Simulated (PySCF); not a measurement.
Isomers of C4H5FN2. The calculation used PBE0-D3(BJ)/def2-SVP geometry optimisation, gas phase (PySCF). One conformer each; no zero-point energy, no entropy. No frequencies were run at this level. Point groups hold within 0.08 Å.

Problem. Rank from lowest to highest electronic energy at this level (kcal/mol).
A. `CN1C=CC(F)=N1`
B. `Cn1cc(F)cn1`

Solution. A (0.0), B (6.0).

```tsv
SMILES	E (Eh)	E rel (kcal/mol)	dipole (D)	point group	A, B, C (MHz)
Cn1ccc(F)n1	-364.09412	0.0	3.78	near Cs	6860, 2170, 1666
Cn1cc(F)cn1	-364.08458	6.0	2.70	Cs	7476, 2030, 1613
```

Problem. How do the relative energies change in single points at wB97X-D/def2-SVPD (no added dispersion term) on the same geometries?

Solution. 
```
     SMILES  PBE0-D3(BJ)/def2-SVP (kcal/mol)  wB97X-D/def2-SVPD (kcal/mol)  shift
Cn1ccc(F)n1                              0.0                           0.0    0.0
Cn1cc(F)cn1                              6.0                           5.9   -0.1
```

Each column counts from its own lowest isomer. The order is unchanged; the largest shift is 0.1 kcal/mol.
